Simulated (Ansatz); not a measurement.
Geometry optimisation, Ansatz 0.2.0, RKS PBE-D4/def2-SVP.

Input:

```yaml
crystal:
  periodic: [false, false, false]
  atoms:
    - { symbol: "N", position_ang: [-1.0691, 0.3136, -0.7353] }
    - { symbol: Ge, position_ang: [0.4487, 0.401, 0.256] }
    - { symbol: Te, position_ang: [1.3113, -1.9786, 0.5345] }
    - { symbol: H, position_ang: [-1.3329, 1.3615, -0.8998] }
    - { symbol: H, position_ang: [-0.8609, -0.0322, -1.7022] }
    - { symbol: H, position_ang: [0.1571, 1.035, 1.6471] }
    - { symbol: H, position_ang: [1.5374, 1.2682, -0.4737] }
    - { symbol: H, position_ang: [1.43827, -2.15423, -1.12578] }
basis:
  gaussian: { orbitals: def2-SVP }
hamiltonian:
  xc: pbe
  dispersion: d4
relax:
  f_tol: 0.015
  max_steps: 40
```

Command:

```bash
$ ansatz run input.yaml --threads 2 --pin off --max-ram 3072MiB --backend cpu --events-out ev --progress --plain --runs-dir out
```

Problem. Where does it end, and by what steps?

Solution. The forces met the threshold. The force dipped under the threshold on the way, but the program's further checks kept it going. After 21 steps the energy has fallen by 0.215 eV; H8 moved furthest, 1.27 Å.

| step | energy less start (eV) | largest force component (eV/Å) | accepted |
| --- | --- | --- | --- |
| 0 | 0.0000 | 1.986 | yes |
| 1 | -0.0775 | 0.771 | yes |
| 2 | -0.1597 | 0.357 | yes |
| 3 | -0.1744 | 0.160 | yes |
| 4 | -0.1881 | 0.167 | yes |
| 5 | -0.1911 | 0.222 | yes |
| 6 | -0.2023 | 0.069 | yes |
| 7 | -0.2068 | 0.130 | yes |
| 8 | -0.2064 | 0.233 | no |
| 9 | -0.2096 | 0.050 | yes |
| 10 | -0.2109 | 0.155 | yes |
| 11 | -0.2115 | 0.208 | yes |
| 12 | -0.2115 | 0.169 | yes |
| 13 | -0.2117 | 0.056 | yes |
| 14 | -0.2143 | 0.060 | yes |
| 15 | -0.2133 | 0.062 | no |
| 16 | -0.2147 | 0.013 | yes |
| 17 | -0.2149 | 0.020 | yes |
| 18 | -0.2151 | 0.047 | yes |
| 19 | -0.2149 | 0.057 | no |
| 20 | -0.2149 | 0.064 | no |
| 21 | -0.2152 | 0.006 | yes |

```xyz
8
Properties=species:S:1:pos:R:3
N -1.234 0.509 -0.701
Ge 0.455 0.334 0.041
Te 0.851 -2.219 0.136
H -1.611 1.462 -0.633
H -1.281 0.208 -1.681
H 0.349 0.978 1.449
H 1.660 0.953 -0.741
H 2.442 -2.012 -0.369
```

Whether the end is a true minimum wasn't checked by a vibrational analysis.

The run took 13 s on 2 threads of AMD EPYC 9R45 96-Core Processor (Zen 5), on a shared host, peak memory 0.18 GiB.
